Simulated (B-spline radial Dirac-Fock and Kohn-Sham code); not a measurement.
# Br⁴⁺ 3p1/2: cross section and angular parameters

System: the Br⁴⁺ ion in the configuration [Ar] 3d10 4s2 4p1; threshold 248.3 eV (orbital energy of the model). Level of theory: Dirac-Hartree-Slater photoionisation with a Latter tail; cross sections with all multipoles, angular parameters from the dipole term and its interference with E2; a radial finite-basis atomic code.

For linearly polarised light dσ/dΩ = σ/(4π) [1 + β P₂(cos θ) + (δ + γ cos²θ) sin θ cos φ], with θ from the polarisation vector and φ the angle between the beam and the projection of the electron momentum on the plane normal to the polarisation.

```csv
hν (eV),σ (kb),β,γ,δ
300,214,0.747,0.163,0.061
354,?,?,?,?
400,189,1.273,0.177,0.016
419,181,1.321,0.157,0.012
562,131,1.512,0.033,0.002
600,120,1.536,0.013,0.001
605,119,1.539,0.011,0.001
617,116,1.545,0.006,0.001
662,104,1.565,-0.009,0.001
725,90.7,1.585,-0.020,0.001
1010,51.2,1.613,0.007,0.002
1080,45.1,1.612,0.024,0.003
1253.6,33.6,1.605,0.075,0.005
1790,15.6,1.559,0.250,0.010
2520,6.90,1.485,0.472,0.020
4070,1.97,1.341,0.830,0.045
5110,1.05,1.260,1.006,0.063
6000,0.661,1.198,1.129,0.079
7760,0.309,1.093,1.322,0.110
9251.7,0.180,1.019,1.451,0.136
12800,0.0649,0.878,1.678,0.196
13500,0.0547,0.855,1.713,0.208
14000,0.0486,0.839,1.736,0.216
```

Question: Give the values at 354 eV.

Answer: σ = 205 kb, β = 1.108, γ = 0.211, δ = 0.029.

Values without a named source are computed, but for edge energies of neutral atoms, which are taken from tables.
